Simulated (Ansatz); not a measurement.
Consider the ligand exchange at a Ge–S bond: `[GeH3][S][GeH3]` + `NB(O)Cl` → `NB(Cl)[O][GeH3]` + `[SH][GeH3]`.

Calculated with Ansatz (gas phase, PBE0-D4/def2-TZVP geometries, no zero-point term in ΔE). CCSD(T)/CBS is the MP2 limit (def2-TZVPP, def2-QZVPP) plus CCSD(T) − MP2 in def2-TZVPP, frozen cores. DFT in def2-TZVPP. B3LYP here is the variant with VWN-RPA as its local correlation; programs differ in this. For Ge outer-core shells are correlated without core-valence functions, which leaves a few kJ/mol of doubt a bond. Scalar relativity is left out up to krypton. Each species was taken in one conformer, which may not be the lowest.

`[GeH3][S][GeH3]`:

Cartesian coordinates in Å:
```
Ge 0.301 -0.960 1.347
S 1.439 -0.158 -0.383
Ge -0.214 0.951 -1.371
H -0.268 0.199 2.183
H 1.302 -1.781 2.168
H -0.853 -1.847 0.850
H -0.770 2.019 -0.415
H 0.400 1.601 -2.616
H -1.337 -0.023 -1.762
```

`NB(O)Cl`:

```xyz
7

N     0.846   -0.542   -0.463
B    -0.251    0.174    0.010
O    -0.525    0.228    1.342
Cl   -1.305    1.029   -1.155
H     1.078   -0.604   -1.436
H     1.462   -1.035    0.159
H    -1.303    0.750    1.543
```

`NB(Cl)[O][GeH3]`:

Z-matrix (Å, degrees):
```
Ge
O 1 1.782
H 1 1.530 2 105.4
H 1 1.534 2 107.6 3 -120.1
H 1 1.541 2 109.0 3 119.7
B 2 1.351 1 130.2 3 -149.5
Cl 6 1.786 2 117.0 1 -175.1
N 6 1.402 2 125.7 1 4.9
H 8 1.005 6 123.8 2 2.7
H 8 1.004 6 121.7 2 179.3
```

`[SH][GeH3]`:

Cartesian coordinates in Å:
```
S 0.327 0.433 1.634
Ge -0.016 0.126 -0.542
H -0.058 -0.807 1.979
H -1.492 -0.208 -0.810
H 0.878 -1.006 -1.072
H 0.362 1.462 -1.191
```

```json
{"level": "B3LYP", "ΔE (kcal/mol)": "7.0"}
{"level": "r2SCAN0", "ΔE (kcal/mol)": "9.0"}
{"level": "LC-ωPBE", "ΔE (kcal/mol)": "8.2"}
{"level": "RPA@PBE/def2-TZVPP", "ΔE (kcal/mol)": "5.9"}
```

(1) What does CCSD(T)/CBS give? (Estimate.)

Largest T1 diagnostic among the species: 0.012.

Answers

(1) Computed: +8.2 kcal/mol. The listed levels differ from it by -1.2, 0.8, 0.0, -2.3 kcal/mol.

At CCSD(T), def2-SVP lies −1.4 kcal/mol from the extrapolated value and def2-TZVPP −1.2 kcal/mol. In def2-TZVPP, CCSD(T) changes the Hartree–Fock value by +2.1 kcal/mol (the triples alone add +0.4 kcal/mol) and MP2 by +3.2 kcal/mol. Leaving LDA and LC-ωPBE aside and taking each functional with its dispersion term where it has one, the values, not all of them listed here, spread over 3.8 kcal/mol, from CAM-B3LYP-D4 to HSE06-D4.
